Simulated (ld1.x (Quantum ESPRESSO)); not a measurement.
# Ranking TM semilocal potentials for Pb (Z = 82)

All share these settings but for the change named:

| Property | Result |
| --- | --- |
| Element | Pb (Z = 82) |
| Generator | ld1.x (Quantum ESPRESSO) 7.5 |
| Type | norm-conserving Troullier–Martins (semilocal form) |
| Functional | PBEsol |
| Relativity | scalar-relativistic |
| Frozen core | [Xe] 4f14 |
| Valence charge | 14 |
| Reference configuration | 5d10 6s2 6p2 |
| Partial waves | 6p (bound): rc 2.75 bohr; 5d (bound): rc 1.35 bohr; 5f channel at 0.3 Ry: rc 2.25 bohr; 6s (bound): rc 1.80 bohr |
| Local potential | the s channel |
| Core correction | a·sin(br)/r model core inside 1.15 bohr |

Cutoff: the first of the cutoffs (Ry, on a coarse ladder) from which the occupation-weighted sum of valence levels, in a spherical-Bessel basis at the reference potential, stays within 10 and 1 mRy of its value at 400 Ry; the density cutoff is not measured.

The base gives 70 Ry.

Of 5 variants that were run, those that failed, showed a ghost or another fault, or gave nearly equal values are left out.

(1) Rank these variants from softest to hardest (loose cutoff).
A. all radii but the core radius scaled by about 0.79 (s 1.42, p 2.16, d 1.06, f 1.76 bohr)
B. all radii but the core radius scaled by about 0.87 (s 1.56, p 2.38, d 1.18, f 1.96 bohr)
C. all radii but the core radius scaled by about 1.25 (s 2.26, p 3.44, d 1.70, f 2.82 bohr)

Answers

(1) C (55 Ry), B (90 Ry), A (110 Ry).
